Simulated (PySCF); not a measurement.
# Working out the ionisation energy of Co¹³⁺

Co¹³⁺ [Ne] 3s2 3p2 (3P) → Co¹⁴⁺ [Ne] 3s2 3p1 (2P). Calculation: PySCF 2.14, in an uncontracted even-tempered set (19 s from 0.81 bohr⁻², ratio 2.5; 12 p from 1.1 bohr⁻², ratio 2.5; 5 d from 5.6 bohr⁻², ratio 2.7; 4 f from 8.5 bohr⁻², ratio 2.7); the spin-free X2C one-electron Hamiltonian (Gaussian nucleus). Frozen: 1s2; the 22 highest virtual orbitals dropped. Energies in hartree (1 hartree = 27.21139 eV):

```json
{"part": "UHF", "Co¹³⁺ (lower)": "-1316.895672", "Co¹⁴⁺ (upper)": "-1301.906674"}
{"part": "MP2 opposite-spin", "Co¹³⁺ (lower)": "-0.329363", "Co¹⁴⁺ (upper)": "-0.319443"}
{"part": "MP2 same-spin", "Co¹³⁺ (lower)": "-0.113255", "Co¹⁴⁺ (upper)": "-0.101586"}
```

Q: What does Hartree-Fock give?

A: (-1301.906674) − (-1316.895672) = 14.988998 hartree = 407.871 eV.

Q: What do MP2 and SCS-MP2 (6/5 opposite-spin, 1/3 same-spin) give?

A: The opposite-spin parts differ by 0.270 eV and the same-spin parts by 0.318 eV. MP2: 407.871 + (0.270) + (0.318) = 408.459 eV. SCS-MP2: 407.871 + 1.2 × (0.270) + (0.318)/3 = 408.301 eV.

A first-order spin-orbit estimate adds -0.072 eV to MP2 (outer shells), giving 408.387 eV against 410 ± 1 eV (semi-empirical (NIST evaluation); NIST Atomic Spectra Database, ionization energies).

What remains against the reference includes basis incompleteness, the frozen core and correlation beyond second order.
